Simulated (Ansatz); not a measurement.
Gas-phase electronic energies from Ansatz, PBE0-D4/def2-TZVP geometries. CBS: MP2 limit from def2 TZ/QZ plus the TZ coupled-cluster correction, frozen cores. This one scheme is used for every species. Functionals use def2-TZVPP. B3LYP here is the variant with VWN-RPA as its local correlation; programs differ in this. HSE06 is defined as in plane-wave codes. For Br outer-core shells are correlated without core-valence functions, which leaves a few kJ/mol of doubt a bond. Scalar relativity is left out up to krypton. One conformer a species, not always the lowest.

Reaction (hydrogenolysis of the Si–S bond): `S[Si@@H]1O[C@H]1Br` + H₂ → `BrC1O[SiH2]1` + H₂S

```csv
level,ΔE (kJ/mol),difference from CCSD(T)/CBS
LDA (SPW92),50.1,1.1
PBE-D4,54.4,5.4
revPBE-D4,58.5,9.5
BLYP-D4,50.7,1.7
B97M-V,49.5,0.5
PBE0-D4,50.7,1.7
B3LYP-D4,47.3,-1.7
r2SCANh-D4,53.7,4.7
r2SCAN0-D4,51.6,2.6
HSE06-D4,50.8,1.8
BHLYP-D4,43.3,-5.7
ωB97X-V,45.0,-4.0
ωB97M-V,47.1,-1.9
B2PLYP,43.5,-5.5
PBE,48.5,-0.5
revPBE,46.7,-2.3
BLYP,38.8,-10.2
r2SCAN,53.5,4.5
PBE0,45.5,-3.5
B3LYP,37.7,-11.3
r2SCANh,51.9,2.9
r2SCAN0,49.7,0.7
HSE06,45.7,-3.3
BHLYP,34.4,-14.6
CAM-B3LYP,35.8,-13.2
LC-ωPBE,42.4,-6.6
RPA@PBE/def2-TZVPP,39.3,-9.7
HF/def2-SVP,12.3,-36.7
MP2/def2-SVP,37.7,-11.3
CCSD/def2-SVP,24.5,-24.5
HF/def2-TZVPP,24.2,-24.8
MP2/def2-TZVPP,54.3,5.3
SCS-MP2/def2-TZVPP,46.1,-2.9
CCSD/def2-TZVPP,39.2,-9.8
CCSD(T)/def2-TZVPP,44.8,-4.2
HF/def2-QZVPP,23.7,-25.3
MP2/def2-QZVPP,56.6,7.6
SCS-MP2/def2-QZVPP,48.3,-0.7
HF/CBS(def2),23.6,-25.4
MP2/CBS(def2),58.5,9.5
CCSD(T)/CBS,49.0,0
```

What do rigid-rotor, harmonic-oscillator terms from PBE0-D4/def2-TZVP frequencies (298.15 K, 1 bar) make of the CCSD(T)/CBS value? (Best estimate.)

Ansatz gave: ΔZPE = +8.8 kJ/mol, ΔH = +53.8 kJ/mol, ΔS = 26 J/(mol·K), ΔG = +46.0 kJ/mol.

Largest T1 diagnostic among the species: 0.012.

At CCSD(T), def2-SVP lies −20.6 kJ/mol from the extrapolated value and def2-TZVPP −4.2 kJ/mol. From r2SCAN to r2SCAN0 (25 % exact exchange), in def2-TZVPP and without D4, ΔE moves by −3.8 kJ/mol. Leaving LDA and LC-ωPBE aside and taking each functional with its dispersion term where it has one, the values, not all of them listed here, spread over 17.1 kJ/mol, from CAM-B3LYP-D4 to revPBE-D4.

CCSD(T)/CBS has its own doubt, a few kJ/mol and more with outer-core shells, so smaller differences from it don't rank the levels.
